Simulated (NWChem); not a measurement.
Molecule: C2BrClF2; SMILES F/C(Cl)=C(\F)Br

```xyz
6

F      1.0800    -2.2728     0.0000
C      0.2590    -1.2417     0.0000
Cl    -1.3933    -1.6455     0.0000
C      0.7478     0.0064     0.0000
F      2.0525     0.1997     0.0000
Br    -0.2810     1.5529     0.0000
```
Atoms are numbered in this order, from 1.

Level: PBE0/def2-SVP (NWChem), optimised geometry, unscaled harmonic frequencies. This build's default masses of Se (78.918 u) and Br (79.917 u) are each other's, which moves their modes by up to 0.6 %.

| frequency (cm⁻¹) | IR intensity (km/mol) |
|---|---|
| 140 | 0.0 |
| 143 | 0.7 |
| 321 | 2.9 |
| 343 | 0.1 |
| 358 | 0.4 |
| 413 | 0.0 |
| 540 | 1.1 |
| 560 | 0.1 |
| 959 | 160.2 |
| 1214 | 331.3 |
| 1273 | 40.5 |
| 1789 | 32.5 |

The zero-point energy is 11.5 kcal/mol, the thermal correction to the enthalpy at 298.15 K (with zero-point energy) comes out as 15.9 kcal/mol and the heat capacity Cv is 19.1 cal/(mol K). The entropy at 298.15 K and 1 atm (symmetry number 1) comes out as 81.9 cal/(mol K) and the dipole moment comes out as 0.97 D.

Rigid rotor and harmonic oscillator.
